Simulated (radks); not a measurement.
Spherical quantum dot in the effective-mass picture: electrons in a hard-walled sphere of radius 3.64, all in effective atomic units (hartree* = m*/eps^2 hartree, bohr* = eps/m* bohr), one dielectric constant everywhere. Method: non-relativistic Kohn-Sham, LDA (Slater exchange, Perdew-Wang correlation), spin-polarised, spherical densities; computed with a radial shooting solver with Libxc functionals. Levels are named by radial order and angular momentum (1s, 1p, 1d, 2s, ...), and open shells are averaged over m. Each electron was tried in the lowest free levels, single moves between levels near the top were tried too, and the lowest total energy was kept; such a search can miss a lower state. At N = 1 the Hartree and exchange-correlation terms need not cancel, so that row can carry a self-interaction error.

N                         open shells  2S  E (hartree*)  mu = E(N) - E(N-1) (hartree*)  addition energy mu(N+1) - mu(N) (hartree*)  e(HOMO) (hartree*)  rms radius (bohr*)
1                    1s(up 1, down 0)   1      0.384729                        0.38473                                      0.4295             0.55401               1.954
2                                none   0       1.19891                        0.81418                                      0.6841             0.98826               2.037
3                    1p(up 1, down 0)   1       2.69717                         1.4983                                      0.3420              1.6672               2.165
4                    1p(up 2, down 0)   2       4.53740                         1.8402                                      0.3495              2.0143               2.237
5                    1p(up 3, down 0)   3       6.72713                         2.1897                                      0.4406              2.3654               2.287
6                    1p(up 3, down 1)   2       9.35747                         2.6303                                      0.3351              2.7964               2.327
7                    1p(up 3, down 2)   1       12.3229                         2.9654                                      0.3409              3.1353               2.359
8                                none   0       15.6293                         3.3064                                      0.7389              3.4777               2.387
9                    1d(up 1, down 0)   1       19.6745                         4.0453                                      0.3314              4.2106               2.421
10                   1d(up 2, down 0)   2       24.0512                         4.3766                                      0.3328              4.5429               2.450
11                   1d(up 3, down 0)   3       28.7606                         4.7094                                      0.3336              4.8761               2.474
12                   1d(up 4, down 0)   4       33.8036                         5.0430                                      0.3339              5.2099               2.496
13                   1d(up 5, down 0)   5       39.1806                         5.3770                                      0.4205              5.5440               2.515
14                   1d(up 5, down 1)   4       44.9780                         5.7974                                      0.3263              5.9603               2.532
15                   1d(up 5, down 2)   3       51.1018                         6.1237                                      0.3277              6.2874               2.548
16                   1d(up 5, down 3)   2       57.5532                         6.4514                                      0.3285              6.6156               2.562
17                   1d(up 5, down 4)   1       64.3331                         6.7799                                      0.3290              6.9444               2.575
18                               none   0       71.4421                         7.1090                                      0.8057              7.2736               2.587
19                   1f(up 1, down 0)   1       79.3568                         7.9147                                      0.3232              8.0762               2.601
20                   1f(up 2, down 0)   2       87.5947                         8.2379                                      0.3235              8.3996               2.615
21                   1f(up 3, down 0)   3       96.1561                         8.5614                                      0.3238              8.7233               2.627
22                   1f(up 4, down 0)   4       105.041                         8.8852                                      0.3239              9.0471               2.638
23                   1f(up 5, down 0)   5       114.250                         9.2091                                      0.3240              9.3710               2.648
24                   1f(up 6, down 0)   6       123.783                         9.5330                                      0.3240              9.6950               2.658
25                   1f(up 7, down 0)   7       133.640                         9.8570                                      0.4070              10.019               2.667
26                   1f(up 7, down 1)   6       143.904                         10.264                                      0.3197              10.424               2.676
27                   1f(up 7, down 2)   5       154.488                         10.584                                      0.3201              10.744               2.685
28                   1f(up 7, down 3)   4       165.392                         10.904                                      0.3204              11.064               2.692
29                   1f(up 7, down 4)   3       176.616                         11.224                                      0.3206              11.385               2.700
30                   1f(up 7, down 5)   2       188.161                         11.545                                      0.3208              11.705               2.707
31                   1f(up 7, down 6)   1       200.027                         11.866                                      0.3208              12.026               2.714
32                               none   0       212.213                         12.186                                      0.8056              12.347               2.721
33                   2s(up 1, down 0)   1       225.205                         12.992                                      0.4089              13.201               2.710
34  2s(up 1, down 0) 1g(up 1, down 0)   2       238.606                         13.401                                      0.3170              13.560               2.717
35  2s(up 1, down 0) 1g(up 2, down 0)   3       252.324                         13.718                                      0.3171              13.877               2.725
36  2s(up 1, down 0) 1g(up 3, down 0)   4       266.359                         14.035                                      0.3171              14.204               2.731
37  2s(up 1, down 0) 1g(up 4, down 0)   5       280.712                         14.352                                           -              14.538               2.738

All shells are closed at N = 2, 8, 18, 32 (there: 1s2 1p6 1d10 1f14); the second difference of the energy has clear peaks (12 % above both neighbours; the first and last values, which can be the largest, are not judged, and half-filled shells can peak too) at N = 2, 5, 8, 13, 18, 25, 32.
